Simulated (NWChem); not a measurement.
Species: C2H5BO3; SMILES OB1OCCO1

```xyz
11

O     -0.0774     2.1235     0.0203
B     -0.0311     0.7646     0.0113
O     -1.1691    -0.0054     0.0028
C     -0.7583    -1.3715     0.1127
C      0.7773    -1.3476    -0.1119
O      1.1411     0.0329     0.0108
H      0.8146     2.4974    -0.0014
H     -1.0232    -1.7461     1.1092
H     -1.2861    -1.9731    -0.6342
H      1.0552    -1.7026    -1.1119
H      1.3250    -1.9373     0.6300
```
Atoms are numbered in this order, from 1.

Level: B3LYP/6-31G* (spherical d) (NWChem), optimised geometry, unscaled harmonic frequencies. 

```
frequency (cm⁻¹)  IR intensity (km/mol)
----------------  ---------------------
97                                  0.3
185                                 6.4
370                                13.3
486                               104.0
609                                 0.2
662                                66.4
700                                 6.3
865                                 2.8
867                                 6.7
951                                13.8
980                               138.7
1095                               66.2
1103                              114.4
1168                                0.1
1253                                5.1
1259                                4.8
1282                              149.4
1399                               36.5
1459                              172.0
1509                              442.7
1555                                9.0
1567                               34.0
3053                               49.3
3055                               47.8
3098                               20.6
3115                               62.6
3798                               68.5
```

- zero-point energy = 53.6 kcal/mol
- thermal correction to the enthalpy at 298.15 K (with zero-point energy) = 57.7 kcal/mol
- heat capacity Cv = 18.9 cal/(mol K)
- entropy at 298.15 K and 1 atm (symmetry number 1) = 74.8 cal/(mol K)
- dipole moment = 2.44 D

Rigid rotor and harmonic oscillator; modes under 100 cm⁻¹ make the entropy uncertain.
